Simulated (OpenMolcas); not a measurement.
## Ionisation energies of rhenium

```json
{
 "Program": "OpenMolcas 26.06",
 "Basis": "ANO-RCC [11s10p9d8f4g2h]",
 "Scalar Hamiltonian": "DKH2, point nucleus",
 "Spin-orbit coupling": "state interaction with AMFI integrals over the reference wave functions, term energies averaged over their components"
}
```

Active shells in each charge state: the valence d, s shells, with orbitals averaged over the low states. Where CASPT2's correlated closed shells are named, they are those of the first ion.

A. CASSCF
B. SS-CASPT2, IPEA 0.25 Eh, imaginary shift 0.1 Eh (closed shells correlated: 5s 5p)
C. SS-CASPT2, IPEA 0 Eh, imaginary shift 0.1 Eh (closed shells correlated: 5s 5p)
D. SS-CASPT2, IPEA 0.25 Eh, imaginary shift 0.1 Eh (closed shells correlated: 4f 5s 5p)

Energies in eV between the lowest computed levels, named as in B; reference values from the NIST Atomic Spectra Database with their kind.

```json
{"From": "Re+ 5d⁵ 6s ⁷S₃", "To": "Re2+ 5d⁵ ⁶S_5/2", "A": "15.703", "B": "16.792", "C": "16.920", "D": "16.957", "Spin-orbit share in B": "+0.000", "Reference": "16.600 (semi-empirical)"}
```

The lowest level within the active space need not be the ion's true ground level.
